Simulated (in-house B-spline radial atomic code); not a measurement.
Ba⁺. Computed with a B-spline radial atomic code. Model: all-electron spherical atom, spin shells full or empty, radial basis limit, no spin-orbit coupling, Breit or QED, empty-state partial waves extrapolated as (l+1/2)^-4, RPA, G0W0 and static COHSEX of the highest shell as one setting changes (uncorrelated shells keep exact exchange).

In a row where one electron alone is correlated, RPA and GW hold only self-correlation.

Given: element Ba; charge 1; filled core Xe; hamiltonian one-electron scalar X2C; mean-field start LDA VWN5; highest l of empty states 9; nuclear rms radius 4.8378 fm; highest mean-field shell 6s up.

Shell: 6s 1 0 (electrons up and down).

```json
{"lowest nl shells left uncorrelated": "0", "RPA correlation energy (hartree)": "-4.3935", "G0W0 level (eV)": "-10.489", "G0W0 minus most complete (meV)": "0", "COHSEX level (eV)": "-12.189"}
{"lowest nl shells left uncorrelated": "1", "RPA correlation energy (hartree)": "-4.2093", "G0W0 level (eV)": "-10.489", "G0W0 minus most complete (meV)": "0", "COHSEX level (eV)": "-12.189"}
{"lowest nl shells left uncorrelated": "2", "RPA correlation energy (hartree)": "-4.0112", "G0W0 level (eV)": "-10.489", "G0W0 minus most complete (meV)": "-0.4", "COHSEX level (eV)": "-12.19"}
{"lowest nl shells left uncorrelated": "3", "RPA correlation energy (hartree)": "-3.4417", "G0W0 level (eV)": "-10.489", "G0W0 minus most complete (meV)": "0", "COHSEX level (eV)": "-12.188"}
{"lowest nl shells left uncorrelated": "4", "RPA correlation energy (hartree)": "-3.2587", "G0W0 level (eV)": "-10.491", "G0W0 minus most complete (meV)": "-2.1", "COHSEX level (eV)": "-12.193"}
{"lowest nl shells left uncorrelated": "5", "RPA correlation energy (hartree)": "?", "G0W0 level (eV)": "?", "G0W0 minus most complete (meV)": "?", "COHSEX level (eV)": "?"}
{"lowest nl shells left uncorrelated": "6", "RPA correlation energy (hartree)": "-1.8217", "G0W0 level (eV)": "-10.482", "G0W0 minus most complete (meV)": "7", "COHSEX level (eV)": "-12.178"}
{"lowest nl shells left uncorrelated": "7", "RPA correlation energy (hartree)": "-1.6617", "G0W0 level (eV)": "-10.489", "G0W0 minus most complete (meV)": "-0.3", "COHSEX level (eV)": "-12.195"}
{"lowest nl shells left uncorrelated": "8", "RPA correlation energy (hartree)": "-1.1991", "G0W0 level (eV)": "-10.477", "G0W0 minus most complete (meV)": "12.2", "COHSEX level (eV)": "-12.173"}
{"lowest nl shells left uncorrelated": "9", "RPA correlation energy (hartree)": "-0.40068", "G0W0 level (eV)": "-10.399", "G0W0 minus most complete (meV)": "89.7", "COHSEX level (eV)": "-12.055"}
{"lowest nl shells left uncorrelated": "10", "RPA correlation energy (hartree)": "?", "G0W0 level (eV)": "?", "G0W0 minus most complete (meV)": "?", "COHSEX level (eV)": "?"}
{"lowest nl shells left uncorrelated": "11", "RPA correlation energy (hartree)": "-0.022812", "G0W0 level (eV)": "-9.9279", "G0W0 minus most complete (meV)": "561", "COHSEX level (eV)": "-11.419"}
```

Question: What follows for lowest nl shells left uncorrelated = 10?

Answer: RPA correlation energy -0.28877 hartree; G0W0 level -10.388 eV; G0W0 minus most complete 101 meV; COHSEX level -12.045 eV.

Question: What follows for lowest nl shells left uncorrelated = 5?

Answer: RPA correlation energy -2.7119 hartree; G0W0 level -10.49 eV; G0W0 minus most complete -0.7 meV; COHSEX level -12.192 eV.
